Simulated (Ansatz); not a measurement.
Basis-set extrapolation for C2H8AlClSi (PBE0-D4/def2-TZVP geometry, frozen core, Ansatz 0.2.0). Multiplicity 1, RHF reference.

```json
{"": "HF", "def2-TZVPP": "-1070.793279", "def2-QZVPP": "-1070.825557"}
{"": "MP2 correlation", "def2-TZVPP": "-0.748279", "def2-QZVPP": "-0.804999"}
{"": "CCSD(T) correlation", "def2-TZVPP": "-0.854081", "def2-QZVPP": "not run"}
```

Energies in hartree. Use E(X) = E(∞) + A·exp(−7.88·√X) for Hartree–Fock and E(X) = E(∞) + B·X^(−2.97) for correlation, with X = 3 and 4, and add CCSD(T) minus MP2 of the smaller set to the MP2 limit.

Task: What is the CCSD(T) energy at the basis-set limit?

Result: HF limit: -1070.825557 + (-0.032278) × 0.13774 = -1070.83000. MP2 limit: -0.804999 + (-0.056720) × 0.74074 = -0.84701. Higher-order term: -0.854081 − (-0.748279) = -0.10580. Total: -1071.78281 hartree, 355.6 kJ/mol below CCSD(T)/def2-TZVPP.
